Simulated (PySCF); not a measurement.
PySCF input (M06-L/def2-TZVPD):

```python
from pyscf import gto, scf, dft

mol = gto.M(
    atom='''
    P    -0.00000000   -0.00000000   -0.51471897
    O     0.00000000    0.00000000    0.96509806
    ''',
    basis='def2-tzvpd',
    charge=0,
    spin=1,
    symmetry='C2v',
    verbose=4,
)

mf = dft.UKS(mol, xc='m06l').density_fit(auxbasis='def2-universal-jkfit')
mf.grids.level = 4
mf.conv_tol = 1e-9
mf.max_cycle = 100
mf.max_memory = 1500
mf.kernel()
if not mf.converged:
    mf = mf.newton()
    mf.kernel(mf.make_rdm1())
mf.analyze()
```

End of the output:

```
Extra cycle  E= -416.563957490738  delta_E= -7.96e-13  |g|= 1.18e-06  |ddm|= 1.98e-06
converged SCF energy = -416.563957490738  <S^2> = 0.75524042  2S+1 = 2.0052336
**** SCF Summaries ****
Total Energy =                        -416.563957490738346
Nuclear Repulsion Energy =              42.911565432112923
One-electron Energy =                 -660.670141248509026
Two-electron Energy =                  201.194618325657757
Two-electron Coulomb Energy =          232.984995101196773
DFT Exchange-Correlation Energy =      -31.790376775539006
HOMO-LUMO gap [eV] =                     0.522485349917008
Wave-function symmetry = B1
alpha occupancy for each irrep:     A1   A2   B1   B2
                                     7    0    3    2
beta  occupancy for each irrep:     A1   A2   B1   B2
                                     7    0    2    2
**** MO energy ****
alpha MO #1 (A1 #1), energy= -76.8147921773276 occ= 1
alpha MO #2 (A1 #2), energy= -19.0042696515997 occ= 1
alpha MO #3 (A1 #3), energy= -6.56715483957014 occ= 1
alpha MO #4 (B2 #1), energy= -4.68332208502922 occ= 1
alpha MO #5 (B1 #1), energy= -4.67607273916954 occ= 1
alpha MO #6 (A1 #4), energy= -4.67388100976854 occ= 1
alpha MO #7 (A1 #5), energy= -1.00086194827001 occ= 1
alpha MO #8 (A1 #6), energy= -0.526836974055769 occ= 1
alpha MO #9 (B1 #2), energy= -0.368209248333297 occ= 1
alpha MO #10 (B2 #2), energy= -0.363489915117662 occ= 1
alpha MO #11 (A1 #7), energy= -0.359597866745993 occ= 1
alpha MO #12 (B1 #3), energy= -0.169853117873729 occ= 1
alpha MO #13 (B2 #3), energy= -0.150652135258107 occ= 0
alpha MO #14 (A1 #8), energy= 0.00191837862541654 occ= 0
alpha MO #15 (A1 #9), energy= 0.0355665822420521 occ= 0
alpha MO #16 (B2 #4), energy= 0.0776427877242485 occ= 0
alpha MO #17 (B1 #4), energy= 0.079487522735219 occ= 0
alpha MO #18 (A1 #10), energy= 0.0821329340155179 occ= 0
alpha MO #19 (A1 #11), energy= 0.112292744346238 occ= 0
alpha MO #20 (A2 #1), energy= 0.112517898593434 occ= 0
alpha MO #21 (B1 #5), energy= 0.168711946697911 occ= 0
alpha MO #22 (B2 #5), energy= 0.171273331495991 occ= 0
alpha MO #23 (A1 #12), energy= 0.189845069705463 occ= 0
alpha MO #24 (A1 #13), energy= 0.247270832488681 occ= 0
alpha MO #25 (B1 #6), energy= 0.322710756991641 occ= 0
alpha MO #26 (B2 #6), energy= 0.340020165490461 occ= 0
alpha MO #27 (A1 #14), energy= 0.356193923199303 occ= 0
alpha MO #28 (A2 #2), energy= 0.360780356010914 occ= 0
alpha MO #29 (A1 #15), energy= 0.383859568177825 occ= 0
alpha MO #30 (B2 #7), energy= 0.398357995886268 occ= 0
alpha MO #31 (B1 #7), energy= 0.401745115105882 occ= 0
alpha MO #32 (A1 #16), energy= 0.421777190962963 occ= 0
alpha MO #33 (A2 #3), energy= 0.453717080607228 occ= 0
alpha MO #34 (A1 #17), energy= 0.455269456440222 occ= 0
alpha MO #35 (B2 #8), energy= 0.551010428296562 occ= 0
alpha MO #36 (B1 #8), energy= 0.551196556692379 occ= 0
alpha MO #37 (A1 #18), energy= 0.65827284054491 occ= 0
alpha MO #38 (A1 #19), energy= 0.721285687693126 occ= 0
alpha MO #39 (B2 #9), energy= 0.753333971829285 occ= 0
alpha MO #40 (B1 #9), energy= 0.764238231493844 occ= 0
alpha MO #41 (A1 #20), energy= 0.781759934397705 occ= 0
alpha MO #42 (A1 #21), energy= 0.968575028451482 occ= 0
alpha MO #43 (B2 #10), energy= 1.26146434673367 occ= 0
alpha MO #44 (B1 #10), energy= 1.27352039250144 occ= 0
alpha MO #45 (A2 #4), energy= 1.30712712060825 occ= 0
alpha MO #46 (A1 #22), energy= 1.31181760599284 occ= 0
alpha MO #47 (B1 #11), energy= 1.31183811717823 occ= 0
alpha MO #48 (B2 #11), energy= 1.31854291167483 occ= 0
alpha MO #49 (A1 #23), energy= 1.35687871440651 occ= 0
alpha MO #50 (A2 #5), energy= 1.37024610940473 occ= 0
alpha MO #51 (A1 #24), energy= 1.3726709706133 occ= 0
alpha MO #52 (B2 #12), energy= 1.49496461072605 occ= 0
alpha MO #53 (B1 #12), energy= 1.5127155380833 occ= 0
alpha MO #54 (B2 #13), energy= 1.67705922330607 occ= 0
alpha MO #55 (B1 #13), energy= 1.68872553905068 occ= 0
alpha MO #56 (A1 #25), energy= 1.77141427761466 occ= 0
alpha MO #57 (A2 #6), energy= 1.79618103032041 occ= 0
alpha MO #58 (A1 #26), energy= 1.79934897160612 occ= 0
alpha MO #59 (A1 #27), energy= 2.07310120414946 occ= 0
alpha MO #60 (B1 #14), energy= 2.22855842631304 occ= 0
alpha MO #61 (B2 #14), energy= 2.23145609756276 occ= 0
alpha MO #62 (A1 #28), energy= 2.33842363054037 occ= 0
alpha MO #63 (B1 #15), energy= 2.89466563886376 occ= 0
alpha MO #64 (B2 #15), energy= 2.90401628987885 occ= 0
alpha MO #65 (A1 #29), energy= 3.09053578111014 occ= 0
alpha MO #66 (A1 #30), energy= 3.74784120977551 occ= 0
alpha MO #67 (B1 #16), energy= 5.22985284723056 occ= 0
alpha MO #68 (B2 #16), energy= 5.22991418843871 occ= 0
alpha MO #69 (A2 #7), energy= 5.31217332633014 occ= 0
alpha MO #70 (A1 #31), energy= 5.31285449223991 occ= 0
alpha MO #71 (B1 #17), energy= 5.47313112782842 occ= 0
alpha MO #72 (B2 #17), energy= 5.475922374814 occ= 0
alpha MO #73 (A1 #32), energy= 5.63350704320892 occ= 0
alpha MO #74 (A2 #8), energy= 6.46536491962613 occ= 0
alpha MO #75 (A1 #33), energy= 6.47752389642455 occ= 0
alpha MO #76 (B2 #18), energy= 6.73233251122008 occ= 0
alpha MO #77 (B1 #18), energy= 6.7369076417297 occ= 0
alpha MO #78 (A1 #34), energy= 7.04436554627345 occ= 0
alpha MO #79 (B2 #19), energy= 7.3174728351935 occ= 0
alpha MO #80 (B1 #19), energy= 7.32728539534762 occ= 0
alpha MO #81 (A1 #35), energy= 7.977365872568 occ= 0
alpha MO #82 (A1 #36), energy= 14.9906643307538 occ= 0
alpha MO #83 (A1 #37), energy= 43.7491495348954 occ= 0
beta  MO #1 (A1 #1), energy= -76.810786245224 occ= 1
beta  MO #2 (A1 #2), energy= -18.9975365271376 occ= 1
beta  MO #3 (A1 #3), energy= -6.56502293634026 occ= 1
beta  MO #4 (B2 #1), energy= -4.68082182823169 occ= 1
beta  MO #5 (A1 #4), energy= -4.67163850848059 occ= 1
beta  MO #6 (B1 #1), energy= -4.66817026009103 occ= 1
beta  MO #7 (A1 #5), energy= -0.987282074785057 occ= 1
beta  MO #8 (A1 #6), energy= -0.498639852063803 occ= 1
beta  MO #9 (B2 #2), energy= -0.358003835716479 occ= 1
beta  MO #10 (A1 #7), energy= -0.34103142502078 occ= 1
beta  MO #11 (B1 #2), energy= -0.335365784514075 occ= 1
beta  MO #12 (B2 #3), energy= -0.138287478273386 occ= 0
beta  MO #13 (B1 #3), energy= -0.108941775100059 occ= 0
beta  MO #14 (A1 #8), energy= 0.00999654487571024 occ= 0
beta  MO #15 (A1 #9), energy= 0.0464922716004567 occ= 0
beta  MO #16 (B2 #4), energy= 0.0808304680879601 occ= 0
beta  MO #17 (A1 #10), energy= 0.0854254717507409 occ= 0
beta  MO #18 (B1 #4), energy= 0.0903179326463768 occ= 0
beta  MO #19 (A1 #11), energy= 0.120979956627746 occ= 0
[...]
```
